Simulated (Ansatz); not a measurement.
`[CH3][Zn][TeH]`, relaxed with RKS PBE0-D4/def2-TZVP in the Gaussian-basis code of Ansatz from a PBE-D4/def2-SVP geometry. The force threshold is 0.005 eV/Å; the program also tests the step.

Charge 0, multiplicity 1. Te takes the def2 core potential.

Start:

```xyz
7

C     1.353    0.271   -0.200
Zn   -0.481    0.004    0.396
Te   -2.847   -0.338    1.159
H     2.050   -0.377    0.369
H     1.454    0.024   -1.277
H     1.663    1.326   -0.058
H    -3.191   -0.909   -0.388
```

Question: By how much does the energy fall, and how many steps does the optimiser take? (Estimate.)

Answer: The calculation gave: 0.48 kcal/mol, in 4 steps.

Question: Which bonds change most? (Estimate.)

Answer: Computed: Te3–H7 from 1.684 to 1.660 Å; C1–H4 from 1.109 to 1.092 Å; C1–H6 from 1.109 to 1.092 Å; C1–H5 from 1.109 to 1.092 Å.

Question: Give the relaxed structure. (An estimate is asked.)

Answer: Computed: 
```xyz
7

C     1.355    0.271   -0.200
Zn   -0.478    0.003    0.386
Te   -2.829   -0.339    1.143
H     2.036   -0.369    0.364
H     1.451    0.027   -1.261
H     1.655    1.311   -0.057
H    -3.190   -0.904   -0.375
```
